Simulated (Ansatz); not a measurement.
Reaction (substitution at a C–N bond): `F/C=N\C[SeH]` + CH₃SH → `CSC[SeH]` + `N=CF`

Gas-phase electronic energies from Ansatz, PBE0-D4/def2-TZVP geometries. CBS: MP2 limit from def2 TZ/QZ plus the TZ coupled-cluster correction, frozen cores. This one scheme is used for every species. Functionals use def2-TZVPP. B3LYP here is the variant with VWN-RPA as its local correlation; programs differ in this. For Se outer-core shells are correlated without core-valence functions, which leaves a few kJ/mol of doubt a bond. Scalar relativity is left out up to krypton. Each species was taken in one conformer, which may not be the lowest.

**Question.** Is it downhill or uphill in electronic energy at CCSD(T)/CBS, and by how much? (Best estimate.)

**Answer.** The calculation gave: Downhill: ΔE = -21.8 kJ/mol.

**Question.** What do these levels give: B3LYP-D4, B2PLYP, r2SCAN, PBE0, B3LYP, HF/def2-TZVPP? (An estimate is asked.)

**Answer.** The calculation gave: B3LYP-D4 -18.0, B2PLYP -17.1, r2SCAN -19.2, PBE0 -19.3, B3LYP -14.3, HF/def2-TZVPP -12.4 kJ/mol.

Largest T1 diagnostic among the species: 0.013.

The D4 term adds −3.7 kJ/mol with B3LYP and −1.9 kJ/mol with PBE0; it sums over pairs of atoms, weighted by their polarisabilities, and B3LYP, whose exchange is more repulsive, gets the larger term. In def2-TZVPP, CCSD(T) changes the Hartree–Fock value by −4.8 kJ/mol (the triples alone add −1.1 kJ/mol) and MP2 by −9.6 kJ/mol.
